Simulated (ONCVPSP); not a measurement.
# Si: ONCV pseudisation with PBE, scalar-relativistic reference atom.

| Quantity | Value |
| --- | --- |
| Element | silicon |
| Generator | ONCVPSP 4.0.1 |
| Type | optimised norm-conserving Vanderbilt (ONCV) |
| Functional | PBE |
| Relativity | scalar-relativistic |
| Frozen core | [He] |
| Valence charge | 12 |
| Reference configuration | 2s2 2p6 3s1 (charge +3) |
| Partial waves | 2s+3s: rc 1.00 bohr, ncon 4, nbas 8, qcut 10.4 1/bohr, 2 projectors; 2p: rc 0.80 bohr, ncon 5, nbas 8, qcut 16.1 1/bohr, 2 projectors, debl 1.2 Ha; d scattering state at 0.16 Ha: rc 0.85 bohr, ncon 3, nbas 6, qcut 10.1 1/bohr, 1 projector |
| Local potential | polynomial inside 0.55 bohr (lpopt 5, dvloc0 0 Ha) |
| Core correction | none |

In the p channel the program set the typed energies aside and used -4.852, 0.250 Ha.

All-electron outer shells of the reference configuration (PBE, scalar-relativistic, ld1.x):

```
shell  level (eV)  outermost node (bohr)  outermost maximum (bohr)
   1s    -1823.61                      –                      0.07
   2s     -175.88                   0.15                      0.45
   2p     -132.02                      –                      0.39
   3s      -39.49                   0.71                      1.63
```

Results:

- Cutoffs needed: 122 Ha and 255 Ha (the cutoffs (Ha) at which the residual kinetic energy of the hardest occupied pseudo-wave falls to 1 and 0.1 mHa per electron)
- Ghost test: no bound ghost flagged; no localised positive-energy state flagged
- Largest excitation error: +178 meV (all-electron minus pseudo) for 2s2 2p5 3s2 3p2, out of 4 test configurations

Generation and tests took about 3.1 s on one core of a shared server CPU.
